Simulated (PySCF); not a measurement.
C3H12BeGeSi, singlet, geometry from GFN2-xTB (such geometries of metal compounds can be far from the true shape); DF-B3LYP/def2-TZVP (PySCF).

Input for PySCF:
```python
from pyscf import gto, scf, dft

mol = gto.Mole()
mol.atom = '''
    Be   -0.39835649    0.17841689    0.02273242
    Si    1.61426038   -0.70886883   -0.04968647
    C     1.74115289   -2.45886914    0.73310311
    C     2.96989562    0.30861716    0.85492485
    C     2.30824218   -0.93834674   -1.82661132
    H     2.74980208   -2.85853723    0.66895527
    H     1.46399031   -2.44219540    1.78347013
    H     1.08010205   -3.16274378    0.23510129
    H     2.73785158    0.42490493    1.90992567
    H     3.06291244    1.30512214    0.43220134
    H     3.94513196   -0.16623581    0.78660108
    H     2.38423941    0.01281295   -2.34617484
    H     1.66546596   -1.58151053   -2.42128934
    H     3.29883739   -1.38539099   -1.81958544
    Ge   -2.38415952    1.04841663    0.07864622
    H    -3.49981436    0.32900780    0.79084214
    H    -2.59703826    2.40070790    0.70744058
    H    -3.12033908    1.31681403   -1.20798578
'''
mol.basis = 'def2-tzvp'
mol.verbose = 4
mol.max_memory = 1800
mol.build()

mf = dft.RKS(mol)
mf.xc = 'b3lyp'
mf = mf.density_fit(auxbasis='def2-universal-jkfit')
mf.kernel()
```

Q: Write the output that PySCF gives for this input, abridged.

A: 
```
PySCF version 2.14.0

[INPUT] verbose = 4
[INPUT] num. atoms = 18
[INPUT] num. electrons = 80
[INPUT] charge = 0
[INPUT] spin (= nelec alpha-beta = 2S) = 0
[INPUT] symmetry False subgroup None
[INPUT] Mole.unit = angstrom
[INPUT] Symbol           X                Y                Z      unit          X                Y                Z       unit  Magmom
[...]
nuclear repulsion = 408.538742899044
number of shells = 119
number of NR pGTOs = 425
number of NR cGTOs = 269
basis = def2-tzvp
ecp = {}

******** <class 'pyscf.df.df_jk.DFRKS'> ********
method = DFRKS
initial guess = minao
damping factor = 0
level_shift factor = 0
DIIS = <class 'pyscf.scf.diis.CDIIS'>
diis_start_cycle = 1
diis_space = 8
diis_damp = 0
SCF conv_tol = 1e-09
SCF conv_tol_grad = None
SCF max_cycles = 50
direct_scf = False
XC library pyscf.dft.libxc version 7.1.2
    S. Lehtola, C. Steigemann, M. J. T. Oliveira, and M. A. L. Marques,  SoftwareX 7, 1–5 (2018)
XC functionals = b3lyp
    P. J. Stephens, F. J. Devlin, C. F. Chabalowski, and M. J. Frisch,  J. Phys. Chem. 98, 11623 (1994)
radial grids:
    Treutler-Ahlrichs [JCP 102, 346 (1995); DOI:10.1063/1.469408] (M4) radial grids

becke partition: Becke, JCP 88, 2547 (1988); DOI:10.1063/1.454033
pruning grids: <function nwchem_prune>
grids dens level: 3
symmetrized grids: False
atomic radii adjust function: <function treutler_atomic_radii_adjust>
small_rho_cutoff = 0
Set gradient conv threshold to 3.16228e-05
Initial guess from minao.
tot grids = 213592
******** <class 'pyscf.df.df.DF'> ********
auxbasis = def2-universal-jkfit
init E= -2502.30706663785
[...]
cycle= 1 E= -2502.79355157438  delta_E= -0.486  |g|= 0.901  |ddm|= 3.07
[...]
cycle= 2 E= -2502.68669381456  delta_E= 0.107  |g|= 1.12  |ddm|= 1.22
[...]
cycle= 3 E= -2502.92128111922  delta_E= -0.235  |g|= 0.0811  |ddm|= 0.784
[...]
cycle= 4 E= -2502.92321235109  delta_E= -0.00193  |g|= 0.027  |ddm|= 0.104
[...]
cycle= 5 E= -2502.92335759609  delta_E= -0.000145  |g|= 0.00752  |ddm|= 0.021
[...]
cycle= 6 E= -2502.92336680427  delta_E= -9.21e-06  |g|= 0.00139  |ddm|= 0.00682
[...]
cycle= 7 E= -2502.92336725804  delta_E= -4.54e-07  |g|= 0.000328  |ddm|= 0.00141
[...]
cycle= 8 E= -2502.9233672903  delta_E= -3.23e-08  |g|= 6.87e-05  |ddm|= 0.000399
[...]
cycle= 9 E= -2502.92336729182  delta_E= -1.52e-09  |g|= 1.48e-05  |ddm|= 9.64e-05
[...]
cycle= 10 E= -2502.92336729187  delta_E= -5.5e-11  |g|= 3.68e-06  |ddm|= 1.77e-05
[...]
Extra cycle  E= -2502.92336729187  delta_E= 4.55e-13  |g|= 4.73e-06  |ddm|= 7.68e-06
converged SCF energy = -2502.92336729187
```
